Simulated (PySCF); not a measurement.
H7NO2Si2, SMILES N[Si@H](O)O[SiH3].

The structure is a stationary point at PBE0-D3(BJ)/def2-SVP. The structure was generated by enumeration; whether it is a known compound was not checked. The values are those of a single conformer.

Two levels are set side by side: PBE/def2-TZVP (PySCF) and r2SCAN/def2-TZVP (PySCF). Same geometry, gas phase. Differences are taken from unrounded values.

| quantity | r2SCAN |
|---|---|
| orbital gap (eV) | 6.73 |
| highest occupied level (eV) | -6.72 |
| lowest empty level (eV) | 0.01 |
| dipole moment (D) | 2.26 |
| mean polarisability (bohr³) | 63.3 |

Question: What does PBE give, and how far is it from r2SCAN? (An estimate is asked for; the answer gives what the named calculation found.)

Answer: 
```json
[
 {"quantity": "orbital gap (eV)", "PBE": "5.92", "PBE minus r2SCAN": "-0.81"},
 {"quantity": "highest occupied level (eV)", "PBE": "-6.40", "PBE minus r2SCAN": "0.32"},
 {"quantity": "lowest empty level (eV)", "PBE": "-0.48", "PBE minus r2SCAN": "-0.49"},
 {"quantity": "dipole moment (D)", "PBE": "2.24", "PBE minus r2SCAN": "-0.02"},
 {"quantity": "mean polarisability (bohr³)", "PBE": "65.8", "PBE minus r2SCAN": "2.6"}
]
```

Rough cost on one machine, each run with all the roots and properties that it gave: r2SCAN against PBE about 3 times.
